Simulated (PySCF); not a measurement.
PySCF 2.14 output of an unrestricted LDA calculation on a single atom or ion in jorge-DZP-DKH (8s6p2d1f, 43 functions), with scalar relativity by spin-free X2C-1e:

```
SCF conv_tol = 1e-09
number electrons alpha = 15  beta = 14
    P. A. M. Dirac.,  Math. Proc. Cambridge Philos. Soc. 26, 376 (1930)
    F. Bloch.,  Z. Phys. 57, 545 (1929)
    S. H. Vosko, L. Wilk, and M. Nusair.,  Can. J. Phys. 58, 1200 (1980)
cycle= 1 E= -1792.34830280391  delta_E= -0.0114  |g|= 0.335  |ddm|= 0.318
cycle= 2 E= -1792.32084769202  delta_E= 0.0275  |g|= 0.546  |ddm|= 0.292
cycle= 3 E= -1792.36418545169  delta_E= -0.0433  |g|= 0.00154  |ddm|= 0.182
cycle= 4 E= -1792.36418544183  delta_E= 9.86e-09  |g|= 0.000922  |ddm|= 0.000561
cycle= 5 E= -1792.36418557125  delta_E= -1.29e-07  |g|= 9.19e-05  |ddm|= 0.000288
cycle= 6 E= -1792.36418557242  delta_E= -1.16e-09  |g|= 1.42e-06  |ddm|= 2.86e-05
cycle= 7 E= -1792.36418557242  delta_E= -2.05e-12  |g|= 2.06e-08  |ddm|= 4.58e-07
converged SCF energy = -1792.36418557242  <S^2> = 0.75040142  2S+1 = 2.0004014
```

The run itself started from symmetry-adapted Hartree-Fock orbitals and held the occupation by maximum overlap, on a logarithmic radial grid, so the iterations belong to that start.

Question: Which element, charge and spin multiplicity is this?

Answer: Zn⁺ (zinc, charge +1), multiplicity 2; the state was [Ar] 3d10 4s1, 2S determinant.
